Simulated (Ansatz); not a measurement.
`CB[SiH2][AlH2]` + HCl → `CB[SiH2]Cl` + `[AlH3]` at 400 K and 1 bar (cleavage of the Si–Al bond).

Gas-phase electronic energies from Ansatz, PBE0-D4/def2-TZVP geometries. CCSD(T)/CBS is the MP2 limit (def2-TZVPP, def2-QZVPP) plus CCSD(T) − MP2 in def2-TZVPP, frozen cores. This one scheme is used for every species. Each species was taken in one conformer, which may not be the lowest.

```tsv
species	CCSD(T)/CBS energy (Eh)	H − E (kJ/mol)	S (J/(mol·K))
`CB[SiH2][AlH2]`	-598.71139	245.0	421.6
HCl	-460.38127	29.6	195.4
`CB[SiH2]Cl`	-815.34006	207.2	381.5
`[AlH3]`	-243.78045	63.6	220.9
```

H − E and S are ideal-gas, rigid-rotor, harmonic terms from PBE0-D4/def2-TZVP, for one conformer and one mirror image of each species. 1 Eh = 2625.50 kJ/mol, R = 8.31446 J/(mol·K).

Problem. By hand: ΔE, ΔH, ΔS and ΔG.

Solution. ΔE = (-815.34006) + (-243.78045) − (-598.71139) − (-460.38127) = -0.02785 Eh = -73.1 kJ/mol. Δ(H − E) = 207.2 + 63.6 − 245.0 − 29.6 = -3.8, so ΔH = -76.9 kJ/mol. ΔS = 381.5 + 220.9 − 421.6 − 195.4 = -14.6 J/(mol·K). ΔG = -76.9 − 400 × (-14.6)/1000 = -71.1 kJ/mol.

Problem. By hand: the equilibrium constant, and the temperature at which ΔG would vanish if ΔH and ΔS stayed fixed.

Solution. log₁₀ K = −ΔG/(RT ln 10) = 9.3. ΔG = 0 at ΔH/ΔS = 5267 K, far beyond where these terms or the molecules hold.

The number of gas molecules stays the same, so ΔS is small and ΔH decides. A doubt of 5 kJ/mol in ΔE shifts log₁₀ K by 0.7 here. Other conformers and mirror images would add mixing entropy, several J/(mol·K) or more a flexible species. Modes under 60 cm⁻¹, often nearly free rotors, make the harmonic entropy too high. These are equilibria of isolated gas molecules and say nothing of rates. Largest T1 diagnostic: 0.014 (customary marks: 0.02 for closed shells, 0.045 for open ones).
